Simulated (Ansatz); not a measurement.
```yaml
crystal:
  periodic: [false, false, false]
  atoms:
    - {symbol: N, position_ang: [-0.798624, 1.006377, 0.617637]}
    - {symbol: Ta, position_ang: [-0.071662, -0.127766, -0.512532]}
    - {symbol: O, position_ang: [1.289916, -1.087510, 0.388193]}
    - {symbol: F, position_ang: [-1.392527, -1.326980, -1.116087]}
    - {symbol: F, position_ang: [0.679544, 0.831093, -1.948979]}
    - {symbol: H, position_ang: [-1.240547, 1.667876, 1.232171]}
    - {symbol: H, position_ang: [1.595201, -1.031188, 1.293896]}
basis:
  gaussian: {orbitals: def2-mTZVP}
hamiltonian: {xc: {name: B3LYP}, dispersion: d3bj}
scf: {max_iter: 3}
```

```sh
$ ansatz run in.yaml --threads 4 --pin off --events-out ev --progress --plain --max-ram 10444MiB
```

Shortened log:

```
Error: invalid value for `basis.gaussian`: such a run doesn't read scf.max_iter; remove what it names
```

(1) What is wrong with this run?

Results:

(1) The input holds a key that doesn't belong there. The program refused the input.

B3LYP here is the variant with VWN-RPA as its local correlation; programs differ in this.
